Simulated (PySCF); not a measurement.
Computed spin Hamiltonian

Species: C5H5F2O (doublet state).
Z-matrix (Å and degrees, GFN2-xTB geometry), rows numbered from 1:
```
C 
C   1  1.5055
O   2  1.2197  1  123.77
C   2  1.4526  1  115.53  3  -179.88
F   4  1.3467  2  117.45  1    -0.13
C   4  1.3949  2  123.94  1   179.68
C   6  1.3559  4  124.01  2  -179.77
F   7  1.3283  6  120.95  4   180.00
H   1  1.0884  2  109.85  3  -120.91
H   1  1.0859  2  109.78  3    -0.00
H   1  1.0887  2  109.78  3   120.74
H   6  1.0806  4  115.68  2     0.17
H   7  1.0801  6  125.82  4    -0.06
```

The hyperfine couplings belong to this conformer and change with its torsions.

The species is `C(/[CH]F)=C(/F)C(C)=O` [radical].

Theory: PySCF 2.14.0, UKS B3LYP, pcH-1 on C F H O, non-relativistic, mean-field spin-orbit, GIAO. One conformer (not necessarily the lowest) at the GFN2-xTB geometry, without solvent, vibrations or thermal averaging. Couplings are sensitive to structure, and on GFN2-xTB geometries they can be far from those on DFT ones. The SCF solution wasn't tested for stability. ⟨S²⟩ is 0.776 where a pure state has 0.75.

```json
{"g1, g2, g3": "2.00200, 2.00572, 2.00694", "g_iso": "2.00489", "Form of g": "rhombic: the two nearest values differ by 25 % of g3 − g1", "⟨S²⟩": "0.7758 (exact 0.7500)", "α and β electrons": "31, 30", "Basis functions": "250"}
```

Hyperfine couplings atom by atom, in G; T1 to T3 are the principal values of the dipolar part (MHz turned into gauss with g_iso; 10 G = 1 mT):

```tsv
atom	isotope	a_iso	T1	T2	T3	Mulliken spin population
C1	13C	-0.9	-0.2	-0.1	0.3	0.00
C2	13C	-9.5	-1.9	0.3	1.7	-0.05
O3	17O	-5.1	-23.4	11.6	11.8	0.21
C4	13C	20.2	-17.9	-17.0	34.9	0.53
F5	19F	29.3	-54.1	-45.0	99.2	0.04
C6	13C	-14.6	-8.8	3.5	5.3	-0.21
C7	13C	16.3	-14.5	-14.5	29.0	0.46
F8	19F	28.4	-55.7	-48.0	103.7	0.04
H9	1H	0.4	-0.8	-0.6	1.3	0.00
H10	1H	-0.4	-0.5	-0.3	0.8	0.00
H11	1H	0.4	-0.8	-0.6	1.3	0.00
H12	1H	3.4	-1.8	-0.8	2.6	0.01
H13	1H	-12.1	-5.7	-0.9	6.6	-0.02
```

The Mulliken spin populations are largest on C4 (+0.53), C7 (+0.46), O3 (+0.21) and C6 (-0.21). Three atoms exceed +0.15. The positive populations add up to 1.28 and the negative ones to -0.28, together 2S = 1. The angles at C4 add up to 360.0°, so it is planar.

C7, the radical centre as drawn in `CC(=O)/C(F)=C/[CH]F`, holds a spin population of +0.46 out of 1.

Axes: g2 points within 2° of the C7–F8 bond.

Under fast tumbling the dipolar parts average out, and these isotropic splittings remain: 1 × 19F (F5, I = 1/2, 2 lines) with 2.93 mT, 1 × 19F (F8, I = 1/2, 2 lines) with 2.84 mT, 1 × 1H (H13, I = 1/2, 2 lines) with 1.21 mT and 1 × 1H (H12, I = 1/2, 2 lines) with 0.34 mT.

The 17O coupling of O3 (-14.4 MHz) shows only in satellite lines or after enrichment, since that isotope makes up about 0.038 % of natural oxygen.

The 13C coupling of C4 (56.8 MHz) shows only in satellite lines or after enrichment, since that isotope makes up about 1.07 % of natural carbon.

The spin density at the nucleus, in bohr⁻³, is negative for C6 (-0.0364), C2 (-0.0237) and H13 (-0.0076), for instance. A restricted open-shell determinant has no negative spin density anywhere; here it arises because α and β orbitals differ (spin polarisation).
